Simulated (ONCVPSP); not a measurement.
## Plane-wave convergence, ONCV potential for Cd (Z = 48)

* Element: Cd
* Generator: ONCVPSP 4.0.1
* Type: optimised norm-conserving Vanderbilt (ONCV)
* Functional: PBEsol
* Relativity: scalar-relativistic
* Frozen core: [Ar] 3d10 4s2
* Valence charge: 18
* Reference configuration: 4p6 4d10 5s1.75 5p0.25
* Partial waves: 5s: rc 2.40 bohr, ncon 4, nbas 8, qcut 2.8 1/bohr, 2 projectors, debl 0.7 Ha; 4p+5p: rc 1.50 bohr, ncon 4, nbas 8, qcut 11.6 1/bohr, 2 projectors; 4d: rc 1.50 bohr, ncon 3, nbas 7, qcut 10.1 1/bohr, 2 projectors, debl 1.2 Ha
* Local potential: polynomial inside 1.25 bohr (lpopt 1, dvloc0 4 Ha)
* Core correction: none

Problem. For each optimised wave give the share of its norm inside rc, the residual kinetic energy above qcut (Ha) and the cutoffs (Ha) for errors of 10, 1, 0.1 and 0.01 mHa per electron.

Solution.

| wave | norm inside rc | residual KE | 10 mHa | 1 mHa | 0.1 mHa | 0.01 mHa |
| --- | --- | --- | --- | --- | --- | --- |
| 5s | 0.386 | 1.6e-03 | 2.5 | 4.4 | 25.0 | 30.6 |
| s projector 2 | 0.215 | 2.8e-03 | 3.2 | 5.3 | 16.6 | 38.2 |
| 4p | 0.927 | 1.7e-08 | 15.5 | 30.4 | 41.4 | 48.9 |
| 5p | 0.018 | 7.7e-10 | 10.1 | 14.9 | 31.7 | 43.1 |
| 4d | 0.714 | 1.9e-07 | 27.1 | 34.1 | 40.0 | 44.5 |
| d projector 2 | 0.103 | 1.2e-07 | 23.6 | 31.6 | 38.2 | 43.4 |

The occupied waves need 34 Ha and 41 Ha for 1 and 0.1 mHa. Note: no bound ghost flagged; GHOST(+) flagged for s at 7.0 eV. 1 of 4 tests not solved or not reliable.
